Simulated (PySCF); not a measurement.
Species: C₅H₆S₂.
Numbering: `[CH3:1][S:2][c:3]1[cH:4][cH:5][s:6][cH:7]1` (hydrogens: H8, H9, H10 on C1; H11 on C4; H12 on C5; H13 on C7)

Geometry (GFN2-xTB, Å), atoms numbered from 1 in this order:
```
atom  x, y, z in Å
C1     2.4607   -0.1035   -0.0015
S2     1.2331    1.1591   -0.4359
C3    -0.2787    0.3237   -0.1123
C4    -1.5206    0.9787   -0.3398
C5    -2.5802    0.1947   -0.0366
S6    -2.0999   -1.3561    0.5315
C7    -0.4355   -0.9428    0.3574
H8     2.3279   -0.9756   -0.6346
H9     2.3639   -0.3634    1.0483
H10    3.4314    0.3456   -0.1855
H11   -1.5885    1.9838   -0.7130
H12   -3.6235    0.4272   -0.1111
H13    0.3054   -1.6709    0.6155
```

Computed, not measured: PBE0/pcSseg-1 in PySCF (dipole) on a GFN2-xTB geometry, gas phase.

Take the most abundant isotopes and a rigid rotor. The values belong to one conformer with, in the numbering `[CH3:1][S:2][c:3]1[cH:4][cH:5][s:6][cH:7]1`, C1–S2–C3–C4 -179°.

(1) Give the principal moments of inertia and the rotational constants in MHz.

(2) Classify the top.

(3) Is it planar, by Δ = Ic − Ia − Ib?

(4) Give the other two planar moments, Paa and Pbb, and the rms extents of the mass along the axes.

(5) Where do the levels up to J = 2 lie, in cm⁻¹?

(6) Predict some low-J microwave lines.

(7) Estimate the classical rotational partition function at 10 K, 100 K and 500 K.

## Answers

(1) Ia = 108.11, Ib = 438.60, Ic = 543.47 u·Å²; 505379 MHz·u·Å²/I gives A = 4675, B = 1152, C = 929.9 MHz.

(2) An asymmetric top: κ = (2 × 1152 − 4675 − 929.9)/(4675 − 929.9) = -0.88.

(3) Not planar: Δ = Ic − Ia − Ib = -3.24 u·Å². For a rigid frame Δ = −2 Σ m c², so Σ m c² = 1.62 u·Å² lies off the ab plane, practically all of it from hydrogen. The atom farthest from that plane is 0.90 Å away.

(4) Paa = Σ m a² = (Ib + Ic − Ia)/2 = 436.98 and Pbb = Σ m b² = (Ia + Ic − Ib)/2 = 106.49 u·Å². With the mass M = 129.99 u, the rms extents √(P/M) along a, b and c are 1.83, 0.91, 0.11 Å.

(5) Above 0(0,0):
J = 1: 1(0,1) 0.0695, 1(1,1) 0.1869, 1(1,0) 0.1944
J = 2: 2(0,2) 0.2080, 2(1,2) 0.3184, 2(1,1) 0.3407, 2(2,1) 0.6932, 2(2,0) 0.6935
The levels of one J sum to (2J + 1)J(J + 1)(A + B + C)/3.

(6) The dipole components are |μa| = 0.34 D, |μb| = 0.96 D, |μc| = 0.00 D; the mirror of this Cs structure is the ab plane, so μc vanishes by symmetry (the 0.02 D computed is a residue) and there are no c-type lines. The squared components, which scale the intensities, stand as 0.13 : 1.00 (a : b). Some lines, for components of 0.1 D or more:

```
type  branch         J(Ka,Kc)    MHz  lower level (cm⁻¹)
   b       R  2(0,2) ← 1(1,1)    632               0.187
   a       R  1(0,1) ← 0(0,0)   2082               0.000
   b       Q  1(1,0) ← 1(0,1)   3745               0.069
   a       R  2(1,2) ← 1(1,1)   3942               0.187
   b       Q  2(1,1) ← 2(0,2)   3977               0.208
   a       R  2(1,1) ← 1(1,0)   4387               0.194
   b       R  1(1,1) ← 0(0,0)   5605               0.000
   b       R  2(1,2) ← 1(0,1)   7464               0.069
   b       Q  2(2,0) ← 2(1,1)  10577               0.341
   b       Q  2(2,1) ← 2(1,2)  11234               0.318
```

(7) Point group Cs, symmetry number σ = 1; q = (√π/σ)·√((kT/h)³/(ABC)), k/h = 20836.6 MHz/K: 2380 at 10 K, 75300 at 100 K, 842000 at 500 K.

No frequency check. Constants of a rigid frame at the computed geometry: no zero-point averaging, no centrifugal distortion. A rigid rotor knows nothing of internal rotation, which can split or shift real lines.

Cost: about 17 s of CPU time on one thread; the machine was shared, so the figure is rough. This is the PBE0/pcSseg-1 job that gave the dipole, with the shieldings it also computed.
